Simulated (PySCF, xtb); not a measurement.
C4H9FSi, SMILES C[SiH](C)/C=C\F. Other conformers were not sampled.

Harmonic wavenumbers (cm⁻¹) from GFN2-xTB run with xtb 6.7.1 at its own minimum, in rising order: 34, 109, 121, 131, 141, 176, 231, 369, 564, 611, 635, 675, 748, 750, 764, 803, 837, 843, 862, 886, 1007, 1191, 1294, 1370, 1372, 1480, 1483, 1484, 1488, 1680, 2169, 3037, 3038, 3039, 3039, 3042, 3042, 3043, 3092.

What does PBE-D3(BJ)/def2-SVP run with PySCF 2.14.0 give at its own minimum? (The exact figures need the calculation; the answer reports its results.)

41, 113, 162, 163, 176, 199, 250, 397, 563, 602, 636, 664, 685, 731, 760, 773, 831, 874, 876, 907, 990, 1179, 1208, 1215, 1314, 1376, 1382, 1386, 1394, 1642, 2143, 2976, 2976, 3076, 3077, 3081, 3081, 3094, 3121. Paired by order, the mean absolute difference is 40 cm⁻¹ and the zero-point energies are 72.4 and 71.6 kcal/mol.
